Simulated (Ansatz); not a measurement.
`O[CH2][Zn][F]` + CH₃SH → `C[S][Zn][F]` + CH₃OH at 600 K and 1 bar (ligand exchange at a Zn–C bond).

Computed with Ansatz on PBE0-D4/def2-TZVP structures; ΔE is electronic, products minus reactants. CCSD(T)/CBS adds triple-zeta CCSD(T) − MP2 to the extrapolated MP2 energy (def2 sets, frozen cores). This one scheme is used for every species. For Zn outer-core shells are correlated without core-valence functions, which leaves a few kJ/mol of doubt a bond. Scalar relativity is left out up to krypton. One conformer a species, not always the lowest.

```json
{"species": "`O[CH2][Zn][F]`", "CCSD(T)/CBS energy (Eh)": "-1993.21324", "H − E (kJ/mol)": "159.7", "S (J/(mol·K))": "384.7"}
{"species": "CH₃SH", "CCSD(T)/CBS energy (Eh)": "-438.22835", "H − E (kJ/mol)": "152.3", "S (J/(mol·K))": "296.8"}
{"species": "`C[S][Zn][F]`", "CCSD(T)/CBS energy (Eh)": "-2315.86770", "H − E (kJ/mol)": "155.5", "S (J/(mol·K))": "404.0"}
{"species": "CH₃OH", "CCSD(T)/CBS energy (Eh)": "-115.61712", "H − E (kJ/mol)": "163.6", "S (J/(mol·K))": "277.3"}
```

H − E and S are ideal-gas, rigid-rotor, harmonic terms from PBE0-D4/def2-TZVP, for one conformer and one mirror image of each species. 1 Eh = 2625.50 kJ/mol, R = 8.31446 J/(mol·K).

Task: By hand: ΔE, ΔH, ΔS and ΔG.

Result: ΔE = (-2315.86770) + (-115.61712) − (-1993.21324) − (-438.22835) = -0.04323 Eh = -113.5 kJ/mol. Δ(H − E) = 155.5 + 163.6 − 159.7 − 152.3 = 7.1, so ΔH = -106.4 kJ/mol. ΔS = 404.0 + 277.3 − 384.7 − 296.8 = -0.2 J/(mol·K). ΔG = -106.4 − 600 × (-0.2)/1000 = -106.3 kJ/mol.

Task: By hand: the equilibrium constant, and the temperature at which ΔG would vanish if ΔH and ΔS stayed fixed.

Result: log₁₀ K = −ΔG/(RT ln 10) = 9.3. ΔG = 0 at ΔH/ΔS = 532000 K, far beyond where these terms or the molecules hold.

The number of gas molecules stays the same, so ΔS is small and ΔH decides. A doubt of 5 kJ/mol in ΔE shifts log₁₀ K by 0.4 here. Other conformers and mirror images would add mixing entropy, several J/(mol·K) or more a flexible species. These are equilibria of isolated gas molecules and say nothing of rates. Largest T1 diagnostic: 0.016 (customary marks: 0.02 for closed shells, 0.045 for open ones).
